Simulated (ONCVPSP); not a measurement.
Logarithmic derivatives: carbon (C), ONCV

ONCVPSP 4.0.1 input, shortened (lines: element, Z, core and valence counts, functional; n l f; lmax; l rc ep ncon nbas qcut; lloc lpopt rc5 dvloc0; l nproj debl; icmod fcfact rcfact), LDA (Perdew-Zunger), scalar-relativistic:

```
  C 6.00    1    2        3      upf
    1    0    2.00
    2    0    1.50
    2    1    2.50
    1
    0    0.95    0.00    4    8    7.20
    1    2.65    0.00    4    7    5.90
    4    2    0.85    0.00
    0    2    2.60
    1    3    2.90
    3    5.00    1.30
```

The phase is arctan(r·R′/R) of the radial function R(r), unwrapped; energies in Ha, scanned from -2 to 5 Ha. A pole is an energy at which the radial function vanishes at the test radius. The pseudo phase is shifted by a multiple of π to meet the all-electron one at the reference energy, and phase errors are pseudo minus all-electron; the curves can meet again beyond the range given. Levels narrower than the energy grid can be missing from the lists of poles.

```
channel  radius (bohr)  reference energy (Ha)  poles, all-electron  poles, pseudo  unbroken range about the reference energy with phases within 0.05 rad  phase error 1 Ha above the reference energy (rad)
      s           0.96                  -0.51                 none           none                                                        the whole range                                             -0.000
      p           2.69                  -0.21          -0.04, 2.09    -0.04, 2.09                                                        the whole range                                             +0.027
```

Phases in the s channel:

```json
{"E (Ha)": "-1.98", "all-electron": "0.350", "pseudo": "0.349"}
{"E (Ha)": "-1.62", "all-electron": "0.188", "pseudo": "0.187"}
{"E (Ha)": "-1.26", "all-electron": "0.005", "pseudo": "0.005"}
{"E (Ha)": "-0.90", "all-electron": "-0.187", "pseudo": "-0.187"}
{"E (Ha)": "-0.54", "all-electron": "-0.376", "pseudo": "-0.376"}
{"E (Ha)": "-0.18", "all-electron": "-0.551", "pseudo": "-0.551"}
{"E (Ha)": "0.18", "all-electron": "-0.704", "pseudo": "-0.704"}
{"E (Ha)": "0.54", "all-electron": "-0.834", "pseudo": "-0.834"}
{"E (Ha)": "0.90", "all-electron": "-0.942", "pseudo": "-0.942"}
{"E (Ha)": "1.26", "all-electron": "-1.032", "pseudo": "-1.032"}
{"E (Ha)": "1.62", "all-electron": "-1.106", "pseudo": "-1.106"}
{"E (Ha)": "1.98", "all-electron": "-1.169", "pseudo": "-1.169"}
{"E (Ha)": "2.34", "all-electron": "-1.222", "pseudo": "-1.222"}
{"E (Ha)": "2.70", "all-electron": "-1.268", "pseudo": "-1.268"}
{"E (Ha)": "3.06", "all-electron": "-1.308", "pseudo": "-1.308"}
{"E (Ha)": "3.42", "all-electron": "-1.343", "pseudo": "-1.343"}
{"E (Ha)": "3.78", "all-electron": "-1.373", "pseudo": "-1.374"}
{"E (Ha)": "4.14", "all-electron": "-1.401", "pseudo": "-1.402"}
{"E (Ha)": "4.50", "all-electron": "-1.426", "pseudo": "-1.427"}
{"E (Ha)": "4.86", "all-electron": "-1.448", "pseudo": "-1.450"}
```
